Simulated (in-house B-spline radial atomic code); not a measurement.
Computed with a B-spline radial atomic code. Model: two electrons, singlet ground state, non-relativistic, full CI in B-splines with partial waves to l = 8 (at full coupling up to 3e-4 hartree above the limit, correlation up to 0.6 % small), density held at that of full coupling by Lieb maximisation.

W(λ) is the mean repulsion in the state of coupling λ less the Hartree energy of the fixed density. Its start is exact exchange, its initial slope is twice the second-order Görling-Levy correlation energy, and its area from 0 to 1 is E_xc. A straight curve means weak, dynamic correlation, and a curve that drops fast and flattens means strong correlation.

Command:
```bash
python run_ac.py task.json out
```
Settings (lengths in bohr, energies in hartree):
```
potential              dot
strength               1.45
lmax                   8
second                 1.5
```

Run time, properties included: 5.1 s on 1 thread of Intel(R) Xeon(R) Processor @ 2.30GHz (shared host).

**W = mean repulsion less Hartree energy, and W of three functionals.**

Given: confinement charge in harmonic well; well frequency 1.45 hartree; nuclear charge 1.5; external potential omega^2 r^2/2 - Z/r.

Computed: LDA exchange minus exact 181.35 millihartree; PBE exchange minus exact 43.867 millihartree.

| coupling | W xc (hartree) | W xc minus exchange (millihartree) | kinetic minus Kohn-Sham (millihartree) | LDA (PW92) W minus its exchange (millihartree) | PBE W minus its exchange (millihartree) | SCAN W minus its exchange (millihartree) |
| --- | --- | --- | --- | --- | --- | --- |
| 0 | -1.2347 | 0 | 0 | 0 | 0 | 0 |
| 0.02 | -1.2365 | -1.836 | 0.02 | -12.41 | -2.32 | -1.87 |
| 0.05 | -1.2393 | -4.565 | 0.11 | -25.56 | -5.81 | -4.62 |
| 0.12 | -1.2455 | -10.814 | 0.64 | -49.27 | -13.86 | -10.84 |
| 0.25 | ? | ? | ? | ? | ? | ? |
| 0.4 | -1.269 | -34.278 | 6.69 | -113.21 | -43.97 | -33.75 |
| 0.6 | ? | ? | ? | ? | ? | ? |
| 0.8 | -1.2987 | -64.025 | 24.4 | -174.35 | -81.3 | -62.42 |
| 1 | -1.3122 | -77.455 | 36.47 | -198.58 | -97.85 | -75.33 |
| 1.4 | -1.3366 | -101.85 | 65.64 | -239.38 | -127.55 | -98.85 |
| 2 | -1.368 | -133.28 | 118.8 | -287.94 | -165.36 | -129.4 |
| 3 | -1.4099 | -175.25 | 222.78 | -348.68 | -215.59 | -170.9 |
| 4.5 | -1.4564 | -221.66 | 394.86 | -413.31 | -271.7 | -218.01 |
| 7 | -1.5081 | -273.36 | 687.16 | -485.06 | -336.3 | -272.04 |
| 10 | -1.5477 | -313.02 | 1020 | -541.72 | -388.53 | -314.22 |

What belongs in the row 0.25?

W xc (hartree): -1.2567; W xc minus exchange (millihartree): -22.003; kinetic minus Kohn-Sham (millihartree): 2.71; LDA (PW92) W minus its exchange (millihartree): -82.73; PBE W minus its exchange (millihartree): -28.28; SCAN W minus its exchange (millihartree): -21.82.

What belongs in the row 0.6?

W xc (hartree): -1.2844; W xc minus exchange (millihartree): -49.663; kinetic minus Kohn-Sham (millihartree): 14.36; LDA (PW92) W minus its exchange (millihartree): -146.45; PBE W minus its exchange (millihartree): -63.4; SCAN W minus its exchange (millihartree): -48.6.

What is the SCAN exchange minus exact?

6.4143 millihartree.

**Energy parts, natural occupations and partial-wave weights.**

Computed: total energy 0.6113 hartree; exchange energy -1.2347 hartree; correlation energy -0.040982 hartree; initial slope twice GL2 -0.092147 hartree; kinetic part over minus potential part 0.47089; Hartree energy 2.4694 hartree; Lieb Oxford ratio E_xc over LDA exchange 1.2111.

```tsv
natural	occupation of the shell (electrons)
s	1.9898
p	0.0078831
s	0.0016797
d	?
p	0.00013606
f	4.2332e-05
```

What belongs in the row d?

occupation of the shell (electrons): 0.00033411.

```json
{"wave": "s", "weight": "0.99577"}
{"wave": "p", "weight": "0.0040146"}
{"wave": "d", "weight": "?"}
{"wave": "f", "weight": "2.4081e-05"}
{"wave": "g", "weight": "5.5704e-06"}
```

What belongs in the row d?

weight: 0.00017957.

What is the Kohn-Sham kinetic?

3.6263 hartree.

What is the kinetic part of the DFT correlation energy?

0.036473 hartree.

Half-way to full coupling W has made 54 % of its drop, against 50 % for a straight line, and second-order (GL2) theory, half the initial slope, overshoots the correlation energy by about 12 %: a moderate bend, as in light atoms. Over couplings 0 to 1 the errors in E_xc come to about +100 millihartree for LDA, +33 millihartree for PBE, +7.3 millihartree for SCAN, so SCAN is nearest. In LDA and PBE the errors of exchange and correlation have opposite signs, so the sum is smaller than the larger of the two.
